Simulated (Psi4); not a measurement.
CHO2 (SMILES [O]C=O), doublet, at a GFN2-xTB geometry; CCSD(T)/6-311G** in Psi4.

Input for Psi4:
```
memory 2 GB

molecule {
0 2
  O    -1.07370959   -0.42926071   -0.00428227
  C    -0.04616944    0.18751753    0.00141223
  O     1.15027992    0.11826974    0.00194013
  H    -0.33554598    1.36282262    0.01026371
}

set basis 6-311g**
set reference uhf

energy('ccsd(t)')
print_variables()
```

The log (banner, timings and long lists left out):

```
   => Loading Basis Set <=

    Name: 6-311G**
    Role: ORBITAL
    Keyword: BASIS

         ---------------------------------------------------------
                                   SCF
               by Justin Turney, Rob Parrish, Andy Simmonett
                          and Daniel G. A. Smith
                              UHF Reference
         ---------------------------------------------------------

  ==> Geometry <==

    Molecular point group: c1
    Full point group: C1

    Geometry (in Angstrom), charge = 0, multiplicity = 2:

       Center              X                  Y                   Z               Mass
    ------------   -----------------  -----------------  -----------------  -----------------
         O           -1.081099552388    -0.399246325394    -0.004056223873    15.994914619570
         C           -0.053559402388     0.217531914606     0.001638276127    12.000000000000
         O            1.142889957612     0.148284124606     0.002166176127    15.994914619570
         H           -0.342935942388     1.392837004606     0.010489756127     1.007825032230

  Running in c1 symmetry.

  Rotational constants: A =      5.25100  B =      0.40181  C =      0.37325 [cm^-1]
  Rotational constants: A = 157420.88903  B =  12045.93425  C =  11189.69272 [MHz]
  Nuclear repulsion =   64.166928998866553

  Charge       = 0
  Multiplicity = 2
  Electrons    = 23
  Nalpha       = 12
  Nbeta        = 11

  ==> Algorithm <==

  SCF Algorithm Type is PK.
  DIIS enabled.
  MOM disabled.
  Fractional occupation disabled.
  Guess Type is SAD.
  Energy threshold   = 1.00e-08
  Density threshold  = 1.00e-08
  Integral threshold = 1.00e-12

  ==> Primary Basis <==

  Basis Set: 6-311G**
    Blend: 6-311G**
    Number of shells: 28
    Number of basis functions: 60
    Number of Cartesian functions: 63
    Spherical Harmonics?: true
    Max angular momentum: 2

  ==> Integral Setup <==

  Using in-core PK algorithm.
   Calculation information:
      Number of atoms:                   4
      Number of AO shells:              28
      Number of primitives:             57
      Number of atomic orbitals:        63
      Number of basis functions:        60

      Integral cutoff                 1.00e-12
      Number of threads:                 1

  Performing in-core PK
  Using 3350730 doubles for integral storage.
  We computed 79098 shell quartets total.
  Whereas there are 82621 unique shell quartets.

  ==> DiskJK: Disk-Based J/K Matrices <==

    J tasked:                  Yes
    K tasked:                  Yes
    wK tasked:                  No
    Schwarz Cutoff:          1E-12

  Minimum eigenvalue in the overlap matrix is 1.0873568995E-02.
  Reciprocal condition number of the overlap matrix is 2.3748785234E-03.
    Using symmetric orthogonalization.

  ==> Pre-Iterations <==

  SCF Guess: Superposition of Atomic Densities via on-the-fly atomic UHF (no occupation information).

   -------------------------
    Irrep   Nso     Nmo
   -------------------------
     A         60      60
   -------------------------
    Total      60      60
   -------------------------

  ==> Iterations <==

                        Total Energy        Delta E     RMS |[F,P]|

   @UHF iter SAD:  -187.41875817706696   -1.87419e+02   0.00000e+00
   @UHF iter   1:  -188.03368130005521   -6.14923e-01   8.13858e-03 ADIIS/DIIS
   @UHF iter   2:  -188.09118598781140   -5.75047e-02   5.80465e-03 ADIIS/DIIS
   @UHF iter   3:  -188.13159116873661   -4.04052e-02   7.56217e-04 ADIIS/DIIS
   @UHF iter   4:  -188.13390273252890   -2.31156e-03   2.75417e-04 ADIIS/DIIS
   @UHF iter   5:  -188.13438765895125   -4.84926e-04   1.07340e-04 ADIIS/DIIS
   @UHF iter   6:  -188.13447458155153   -8.69226e-05   4.64945e-05 DIIS
   @UHF iter   7:  -188.13449170690228   -1.71254e-05   2.18548e-05 DIIS
   @UHF iter   8:  -188.13449597154346   -4.26464e-06   7.74821e-06 DIIS
   @UHF iter   9:  -188.13449648057318   -5.09030e-07   2.23171e-06 DIIS
[...]
  @UHF Final Energy:  -188.13449652014430
    Total Energy =                       -188.1344965201442960
[...]
             10  13         0.0324593962
             10   4        -0.0192677732
              8   5         0.0162560766
              9  11         0.0153649975
             10  12        -0.0153543785
              5   0         0.0138974785
              6   3         0.0131260611
              7   4        -0.0130844012

    Largest TIJAB Amplitudes:
     11  10  10   1         0.0139005329
     10   9   4   1        -0.0137168441
      8   7  10   1         0.0126556273
     10   7   7   1        -0.0120369399
     10   9   2   1        -0.0117256271
     11  10   3   1        -0.0108104712
     11   8   4   1         0.0101789773
      8   6   7   1        -0.0097971965
     10   9  28  27        -0.0090480481
     10   7   9   1         0.0090370062

    Largest Tijab Amplitudes:
     10   9   2   0        -0.0687702062
     10   9   2   1         0.0223590251
      9   7   2   0         0.0191856302
     10   9   6   2        -0.0191785071
     10   7   3   0         0.0190089415
     10   7   8   0         0.0185517209
     10   9  14   0        -0.0173405217
     10   7  10   0        -0.0166741925
     10   5   4   0        -0.0166552748
      9   7   8   2        -0.0151864593

    Largest TIjAb Amplitudes:
     10  10   1   0         0.0811071413
     10   9   1   2        -0.0660229954
      8   8   1   2        -0.0500367546
      9  10   4   0        -0.0362747475
     11   6   4   0         0.0351465754
     11  10  10   0        -0.0318002107
      9  10   2   0        -0.0293271920
     11   5   4   0        -0.0260658184
     10  10   1   1        -0.0258410399
     11  10   3   0         0.0254528050

    SCF energy       (wfn)                    = -188.134496520144296
    Reference energy (file100)                = -188.134496520144381

    Opposite-spin MP2 correlation energy      =   -0.430924248786984
    Same-spin MP2 correlation energy          =   -0.157372988042858
    Singles MP2 correlation energy            =   -0.000000000000000
    MP2 correlation energy                    =   -0.588297236829842
      * MP2 total energy                      = -188.722793756974227

    Opposite-spin CCSD correlation energy     =   -0.451724331235402
    Same-spin CCSD correlation energy         =   -0.136003775738077
    Singles CCSD correlation energy           =   -0.000000000000000
    CCSD correlation energy                   =   -0.587728106973479
      * CCSD total energy                     = -188.722224627117868

            **************************
            *                        *
            *        CCTRIPLES       *
            *                        *
            **************************

    Wave function   =    CCSD_T
    Reference wfn   =      UHF

    Nuclear Rep. energy (wfn)                =   64.166928998866553
    SCF energy          (wfn)                = -188.134496520144296
    Reference energy    (file100)            = -188.134496520144381
    CCSD energy         (file100)            =   -0.587728106973479
    Total CCSD energy   (file100)            = -188.722224627117868

    Number of ijk index combinations:
    Spin Case AAA:                                 220
    Spin Case BBB:                                 165
    Spin Case AAB:                                 726
    Spin Case ABB:                                 660
    AAA (T) energy                             =   -0.000425327218793
    BBB (T) energy                             =   -0.000988519758657
    AAB (T) energy                             =   -0.010508793181179
    ABB (T) energy                             =   -0.013034213624759
    (T) energy                                   =   -0.024956853783388
      * CCSD(T) total energy                     = -188.747181480901247

  Variable Map:
  ----------------------------------------------------------------------------
[...]
  Array Variable Map:
  ----------------------------------------------------------------------------
[...]
[...]
```
